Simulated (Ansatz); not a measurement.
Mulliken charges of `[OH][GaH][S][SiH3]` from PBE/def2-TZVPP in Ansatz (PBE0-D4/def2-TZVP geometry).

| atom | x (Å) | y (Å) | z (Å) | charge (e) |
| --- | --- | --- | --- | --- |
| O1 | -0.054 | 1.100 | -1.372 | -0.354 |
| Ga2 | 0.179 | 1.660 | 0.308 | 0.346 |
| S3 | 0.195 | 0.005 | 1.737 | -0.271 |
| Si4 | -0.101 | -1.629 | 0.374 | 0.239 |
| H5 | -0.068 | 1.795 | -2.034 | 0.171 |
| H6 | 0.349 | 3.156 | 0.689 | -0.010 |
| H7 | 1.011 | -1.734 | -0.600 | -0.037 |
| H8 | -0.117 | -2.837 | 1.237 | -0.046 |
| H9 | -1.395 | -1.516 | -0.338 | -0.037 |

**Question.** By hand: the dipole of these point charges (1 e Å = 4.8032 D).

**Answer.** Σ q r = (0.009, 0.320, -0.166) e Å, of length 0.361 e Å = 1.73 D.

**Question.** How does the dipole of the full density compare? (An estimate is asked.)

**Answer.** Computed: (0.004, 0.335, -0.222) e Å, 1.93 D; the point charges give 0.90 times that, at 6° from its direction.

Point charges leave out the atoms' own dipoles, such as those of lone pairs, and Mulliken's split depends on the basis, so the close match here is no proof of good charges.
